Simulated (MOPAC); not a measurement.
MOPAC input (AM1):

```
AM1 PRECISE GNORM=0.05 LET XYZ GEO-OK AUX(PRECISION=9) THREADS=1
BeCl2

Be    0.00000000 1    0.00000000 1    0.00000000 1
Cl   -0.00000000 1   -0.00000000 1   -1.80410498 1
Cl    0.00000000 1    0.00000000 1    1.80410498 1
```

Output:

```
 *******************************************************************************
 **                                                                           **
 **                              MOPAC v23.2.5                                **
 **                                                                           **
 *******************************************************************************
 ** MOPAC's Digital Object Identifier: https://doi.org/10.5281/zenodo.6511958 **
 **                                                                           **
 ** Please cite the open-source release paper for use of this MOPAC version:  **
 ** J. E. Moussa and J. J. P. Stewart (2026)                                  **
 ** MOPAC: An open-source semiempirical molecular orbital program             **
 ** J. Open Source Softw., 11(119), 8025, https://doi.org/10.21105/joss.08025 **
 *******************************************************************************

                              AM1 CALCULATION RESULTS

 *******************************************************************************
 *  AM1        - The AM1 Hamiltonian to be used
 *  GEO-OK     - OVERRIDE INTERATOMIC DISTANCE AND OTHER SAFETY CHECKS
 *  LET        - OVERRIDE SOME SAFETY CHECKS
 *  PRECISE    - TIGHTER CRITERIA TO BE USED
 *  XYZ        - CARTESIAN COORDINATE SYSTEM TO BE USED
 *  GNORM      - EXIT WHEN GRADIENT NORM DROPS BELOW 0.050
 *  AUX        - OUTPUT AUXILIARY INFORMATION
 *******************************************************************************
AM1 PRECISE GNORM=0.05 LET XYZ GEO-OK AUX(PRECISION=9) THREADS=1
 BeCl2

   ATOM   CHEMICAL          X               Y               Z
  NUMBER   SYMBOL      (ANGSTROMS)     (ANGSTROMS)     (ANGSTROMS)

     1      Be          0.00000000  *   0.00000000  *   0.00000000  *
     2      Cl         -0.00000000  *  -0.00000000  *  -1.80410498  *
     3      Cl          0.00000000  *   0.00000000  *   1.80410498  *

          CARTESIAN COORDINATES

    NO.       ATOM           X           Y           Z

     1        Be          0.0000      0.0000      0.0000
     2        Cl         -0.0000     -0.0000     -1.8041
     3        Cl          0.0000      0.0000      1.8041

 Be: (AM1): J. J. P. STEWART, J. MOL. MOD., 10, 155-164 (2004)
 Cl: (AM1): M.J.S. DEWAR AND E. G. ZOEBISCH, THEOCHEM, 180, 1 (1988).

           Empirical Formula: Be Cl2  =     3 atoms

      MOLECULAR POINT GROUP   :   D*h

      RHF CALCULATION, NO. OF DOUBLY OCCUPIED LEVELS = 8

          Geometry optimization using EF

          DIAGONAL MATRIX USED AS START HESSIAN

 CYCLE:     1  GRAD.:    26.385 HEAT: -81.02430
 CYCLE:     2  GRAD.:     1.810 HEAT: -82.71801
 CYCLE:     3  GRAD.:     0.234 HEAT: -82.72451
 CYCLE:     4  GRAD.:     0.003 HEAT: -82.72462

     GRADIENT =  0.00280 IS LESS THAN CUTOFF =  0.05000

 -------------------------------------------------------------------------------
 AM1 PRECISE GNORM=0.05 LET XYZ GEO-OK AUX(PRECISION=9) THREADS=1
 BeCl2

     GEOMETRY OPTIMISED USING EIGENVECTOR FOLLOWING (EF).
     SCF FIELD WAS ACHIEVED

                              AM1 CALCULATION
                                                       MOPAC v23.2.5 Linux

          FINAL HEAT OF FORMATION =        -82.72462 KCAL/MOL =    -346.11981 KJ/MOL

          COSMO AREA              =         98.44 SQUARE ANGSTROMS
          COSMO VOLUME            =         82.71 CUBIC ANGSTROMS

          GRADIENT NORM           =          0.00280          =       0.00162 PER ATOM
          IONIZATION POTENTIAL    =         12.362227 EV
          HOMO LUMO ENERGIES (EV) =        -12.362 -0.944
          NO. OF FILLED LEVELS    =          8
          MOLECULAR WEIGHT        =         79.9182         POINT GROUP:  D*h

          MOLECULAR DIMENSIONS (Angstroms)

            Atom       Atom       Distance
           Cl     3   Cl     2     3.43224
           Cl     3   Cl     2     0.00000
           Cl     3   Be     1     0.00000

          SCF CALCULATIONS        =          5

   ATOM   CHEMICAL          X               Y               Z
  NUMBER   SYMBOL      (ANGSTROMS)     (ANGSTROMS)     (ANGSTROMS)

     1      Be         -0.00000000  *   0.00000000  *   0.00000000  *
     2      Cl          0.00000000  *  -0.00000000  *  -1.71612072  *
     3      Cl          0.00000000  *   0.00000000  *   1.71612072  *

                             CARTESIAN COORDINATES

   1   Be       -0.000000000     0.000000000     0.000000000
   2   Cl        0.000000000    -0.000000000    -1.716120715
   3   Cl        0.000000000     0.000000000     1.716120715

           Empirical Formula: Be Cl2  =     3 atoms

      MOLECULAR POINT GROUP   :   D*h

                  EIGENVALUES
 -38.03675 -37.25906 -14.85119 -14.03290 -14.03290 -13.45374 -12.36223 -12.36223
  -0.94439   1.59086   1.59086   1.79085

              NET ATOMIC CHARGES AND DIPOLE CONTRIBUTIONS

  ATOM NO.   TYPE          CHARGE      No. of ELECS.   s-Pop       p-Pop
    1         Be           0.562301        1.4377     0.52471     0.91299
    2         Cl          -0.281151        7.2812     1.93922     5.34193
    3         Cl          -0.281151        7.2812     1.93922     5.34193
 DIPOLE           X         Y         Z       TOTAL
 POINT-CHG.    -0.000    -0.000     0.000     0.000
 HYBRID         0.000     0.000     0.000     0.000
 SUM            0.000     0.000     0.000     0.000

          ATOMIC ORBITAL ELECTRON POPULATIONS

     Atom    s        px        py        pz
    1 Be   0.52471   0.27264   0.27264   0.36772
    2 Cl   1.93922   1.86368   1.86368   1.61457
    3 Cl   1.93922   1.86368   1.86368   1.61457

 **********************
 *                    *
 * JOB ENDED NORMALLY *
 *                    *
 **********************

 == MOPAC DONE ==
```

The geometry given is a B3LYP-D3(BJ)/def2-TZVP minimum.
